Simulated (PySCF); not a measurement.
Potential energy surface of H2Be, singlet: map of symmetric stretch and bend. Scanned: Be-H bond length and H-Be-H angle.

Level of theory: restricted Hartree-Fock/6-31G*, spherical d run with PySCF.

Energy in mEh above the lowest grid point; x is the Be-H bond length (Å), y the H-Be-H angle (°).

| y \ x | 1.13 | 1.22 | 1.28 | 1.35 | 1.42 | 1.48 | 1.55 | 1.62 | 1.68 | 1.75 | 1.80 |
|---|---|---|---|---|---|---|---|---|---|---|---|
| 180 | 33.3 | 9.0 | 1.7 | 0.0 | 3.9 | 10.6 | 21.4 | 34.7 | 47.5 | 63.6 | 75.7 |
| 173 | 33.7 | 9.5 | 2.2 | 0.4 | 4.3 | 11.0 | 21.8 | 35.1 | 47.9 | 64.0 | 76.0 |
| 163 | 36.1 | 11.7 | 4.3 | 2.5 | 6.3 | 12.9 | 23.7 | 36.9 | 49.6 | 65.7 | 77.7 |
| 153 | 40.5 | 15.8 | 8.3 | 6.3 | 10.0 | 16.5 | 27.2 | 40.3 | 52.9 | 68.9 | 80.8 |
| 143 | 46.8 | 21.9 | 14.2 | 12.0 | 15.5 | 21.9 | 32.4 | 45.3 | 57.8 | 73.6 | 85.4 |
| 133 | 55.2 | 29.9 | 22.1 | 19.6 | 22.9 | 29.1 | 39.3 | 52.0 | 64.3 | 79.9 | 91.6 |
| 123 | 65.9 | 40.2 | 32.1 | 29.4 | 32.3 | 38.3 | 48.2 | 60.6 | 72.7 | 87.9 | 99.4 |
| 113 | 79.0 | 53.0 | 44.6 | 41.5 | 44.1 | 49.7 | 59.3 | 71.3 | 83.1 | 97.9 | 109.1 |
| 103 | 95.0 | 68.5 | 59.8 | 56.3 | 58.4 | 63.7 | 72.8 | 84.4 | 95.7 | 110.2 | 121.0 |
| 93 | 114.0 | 87.1 | 78.0 | 74.1 | 75.8 | 80.6 | 89.2 | 100.2 | 111.1 | 125.0 | 135.5 |
| 83 | 136.3 | 109.0 | 99.6 | 95.3 | 96.5 | 100.8 | 108.9 | 119.4 | 129.8 | 143.1 | 153.1 |
| 70 | 170.8 | 143.2 | 133.5 | 128.7 | 129.3 | 133.1 | 140.5 | 150.2 | 159.9 | 172.4 | 181.9 |

Points that lie below all their neighbours on the grid: x = 1.35, y = 180 on the edge of the grid (0.0 mEh).
